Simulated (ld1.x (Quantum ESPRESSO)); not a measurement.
titanium: variants of one ultrasoft potential

Base potential:

Ti (Z = 22), ultrasoft, made with ld1.x (Quantum ESPRESSO) 7.5 (BLYP, scalar-relativistic). Core [Ar], reference 3d2 4s2 4p0. Waves: 4s (bound): rcut 2.45, rcutus 2.75 bohr; 4s channel at 2.2 Ry: rcut 2.45, rcutus 2.75 bohr; 4p (bound, empty): rcut 2.20, rcutus 3.05 bohr; 4p channel at 0.4 Ry: rcut 2.20, rcutus 3.05 bohr; 3d (bound): rcut 1.65, rcutus 1.80 bohr; 3d channel at 1.3 Ry: rcut 1.65, rcutus 1.80 bohr. Local part: all-electron potential smoothed inside 2.05 bohr (lloc = -2). Core correction: Bessel-smoothed model core inside 1.30 bohr. Augmentation charge: PSQ, radius 1.30 bohr.

Cutoffs, loose and tight: the cutoffs (Ry, on a coarse ladder) from which the occupation-weighted sum of valence levels, in a spherical-Bessel basis at the reference potential, stays within 10 and 1 mRy of its value at 400 Ry. They do not see the model core or the augmentation charge, which bear on the density cutoff. Test errors are all-electron minus pseudo excitation energies from the reference, over the configurations 3d2 4s1 4p0; 3d2 4s0 4p0; 3d1 4s0 4p0; 3d3 4s1 4p0; 3d2 4s1 4p1; 3d1 4s2 4p0; 3d1 4s2 4p1. A dash means not determined; rows that change the core or the reference have their own tests. The largest error is taken over the tests solved by every variant that gives reliable tests at all: 3d1 4s0 4p0; 3d2 4s0 4p0; 3d2 4s1 4p0.

```csv
change,outcome,"cutoff, loose","cutoff, tight",bound ghosts,largest test error (meV)
base,generated,30 Ry,35 Ry,none,-583
local potential all-electron potential smoothed inside 1.95 bohr (lloc = -1),generated,30 Ry,35 Ry,none,-583
"wave 3d channel at 1.3 Ry: rcut 1.65, rcutus 1.80 bohr becomes 3d channel at 1.24 Ry: rcut 1.65, rcutus 1.80 bohr",generated,30 Ry,35 Ry,none,-592
"waves 4p (bound): rcut 2.20, rcutus 4.28 bohr; 4p channel at 0.4 Ry: rcut 2.20, rcutus 4.28 bohr",generated,30 Ry,35 Ry,none,-583
functional PBE,generated,30 Ry,35 Ry,none,-575
```

What comes out with this change to the base: type PAW; local potential all-electron potential smoothed inside 1.85 bohr (lloc = -1); augmentation BESSEL, radius 1.30 bohr?

outcome: generated; cutoff, loose: 30 Ry; cutoff, tight: 35 Ry; bound ghosts: none; largest test error (meV): -688.

What comes out with this change to the base: all radii but the core radius scaled by about 1.24 (s 3.42, p 3.78, d 2.24 bohr, rcut 3.04/2.74/2.04); local potential all-electron potential smoothed inside 2.54 bohr (lloc = -2); augmentation PSQ, radius 1.62 bohr?

outcome: generated; cutoff, loose: 18 Ry; cutoff, tight: 21 Ry; bound ghosts: none; largest test error (meV): -570.
